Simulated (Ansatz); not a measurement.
H$_{4}$O$_{3}$SeZr, SMILES `[OH][Zr]([OH])([OH])[SeH]`. The species carries charge 0 and has multiplicity 1. Zr takes the def2 core potential.

```xyz
9

O    -1.262   -0.599    1.534
Zr   -0.095   -0.021    0.135
O    -0.658    1.627   -0.659
O     1.712    0.165    0.744
Se   -0.223   -1.943   -1.642
H    -1.940   -0.621    2.204
H    -0.725    2.514   -0.998
H     2.531    0.054    1.217
H     0.660   -1.176   -2.535
```

**Question.** List the harmonic frequencies (cm⁻¹, unscaled) at PBE0-D4/def2-TZVP in Ansatz. (Best estimate.)

**Answer.** Computed: 58, 103, 106, 121, 140, 167, 175, 215, 228, 243, 263, 272, 351, 444, 713, 717, 722, 2422, 3996, 4003, 4007.

**Question.** Is this a minimum?

**Answer.** Yes, all 21 modes are real.

**Question.** Give the ideal-gas thermochemistry at 298.15 K and 1 bar (rigid rotor, harmonic oscillator; point group C1, symmetry number 1).

**Answer.** Zero-point energy 116.4 kJ/mol; H(298) − E = 148.1 kJ/mol; entropy 439.5 J/(mol·K), of which translation 176.2, rotation 122.1, vibration 141.2; G(298) − E = 17.0 kJ/mol. Modes under 100 cm⁻¹ are hindered rotations or soft bends, so the harmonic entropy is rough.
